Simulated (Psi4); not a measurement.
Two rigid molecules brought together: CH2O2 ··· CS2 (SMILES O=CO and S=C=S). Monomers: optimised at B3LYP-D3(BJ) (def2-TZVP), held rigid. Orientation: a random orientation, not optimised. Only R, the distance of the centres of mass, is varied, so the lowest point isn't the relaxed dimer.

Geometry at R = 3.73 Å (first 5 atoms: monomer A):
```
8

O      0.8130    -0.5369     0.0023
C     -0.4226    -0.0085    -0.0006
O     -0.6722     1.1619    -0.0037
H      1.4490     0.1980     0.0012
H     -1.1672    -0.8145     0.0007
S      1.1953     1.3799     3.4145
C      2.0935     0.1681     3.0460
S      2.9918    -1.0437     2.6778
```

- PBE/def2-TZVP, counterpoise-corrected (Psi4)
- PBE-D3(BJ)/def2-TZVP, counterpoise-corrected (Psi4)
- SAPT0/jun-cc-pVDZ, frozen core (Psi4)

Interaction energies in kJ/mol; the last columns give the difference from SAPT0:

| R / Å | PBE/def2-TZVP | PBE-D3(BJ)/def2-TZVP | SAPT0/jun-cc-pVDZ | PBE/def2-TZVP − SAPT0/jun-cc-pVDZ | PBE-D3(BJ)/def2-TZVP − SAPT0/jun-cc-pVDZ |
|---|---|---|---|---|---|
| 3.15 | 20.66 | 11.57 | 19.63 | 1.03 | -8.06 |
| 3.30 | 11.08 | 2.87 | 9.65 | 1.42 | -6.78 |
| 3.51 | 3.77 | -3.21 | 2.35 | 1.42 | -5.56 |
| 3.73 | 0.30 | -5.46 | -0.87 | 1.17 | -4.59 |
| 3.90 | -0.86 | -5.76 | -1.83 | 0.96 | -3.93 |
| 4.16 | -1.43 | -5.19 | -2.16 | 0.73 | -3.03 |
| 4.43 | -1.36 | -4.18 | -1.95 | 0.58 | -2.23 |
| 4.72 | -1.09 | -3.14 | -1.57 | 0.49 | -1.56 |
| 5.19 | -0.64 | -1.88 | -1.03 | 0.39 | -0.84 |
| 5.92 | -0.27 | -0.85 | -0.54 | 0.27 | -0.31 |
| 6.97 | -0.12 | -0.34 | -0.24 | 0.12 | -0.10 |
| 8.20 | -0.06 | -0.15 | -0.11 | 0.05 | -0.04 |

PBE/def2-TZVP is furthest from SAPT0/jun-cc-pVDZ at 3.30 (1.42 kJ/mol, above); its mean absolute difference over the points is 0.72 kJ/mol.

PBE-D3(BJ)/def2-TZVP is furthest from SAPT0/jun-cc-pVDZ at 3.15 (-8.06 kJ/mol, below); its mean absolute difference over the points is 3.09 kJ/mol.
